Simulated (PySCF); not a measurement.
Compound: (Cl2Al-mu-SbH2)2.
Bonds: Al1–Cl2, Al1–Cl3, Al1–Sb4, Al1–Sb8, Sb4–Al5, Al5–Cl6, Al5–Cl7, Al5–Sb8. Hydrogens: H9, H10 on Sb4; H11, H12 on Sb8.

Method used: PySCF, PBE0-D3(BJ)/def2-SVP geometry optimisation, gas phase, def2 core potentials past Kr.

Problem. What internal coordinates does the optimisation give?

Solution. 
```tsv
bond	length (pm)
Al1–Cl2 and 3 like bonds	211.2
Al1–Sb4 and 3 like bonds	271.0
Sb4–H9 and 3 like bonds	168.7
```

Bonds in one row agree within 1 pm and their mean is given. A selection of angles:
```tsv
angle	degrees
Cl2–Al1–Cl3	121.7
Cl2–Al1–Sb4	112.5
Cl3–Al1–Sb4	109.6
Sb4–Al1–Sb8	85.4
Al1–Sb4–Al5	94.6
Cl6–Al5–Sb8	112.9
```

Dihedral angles: Cl2–Al1–Sb4–Al5 -111° (anticlinal); Cl2–Al1–Sb8–Al5 112° (anticlinal); Al1–Sb4–Al5–Cl6 -113° (anticlinal); Sb4–Al5–Sb8–Al1 0° (synperiplanar).

All 4 Al–Cl bonds measure 2.111 to 2.112 Å. Al1 (aluminium bonded to 2 Cl and 2 Sb) has angles from 85.4° to 121.7°. Sb4 (antimony bonded to 2 Al and 2 H) has angles from 94.6° to 116.3°. All 4 Al–Sb bonds measure 2.709 to 2.710 Å.

PBE0-D3(BJ)/def2-SVP frequencies: not computed here. One conformer, not necessarily the lowest.
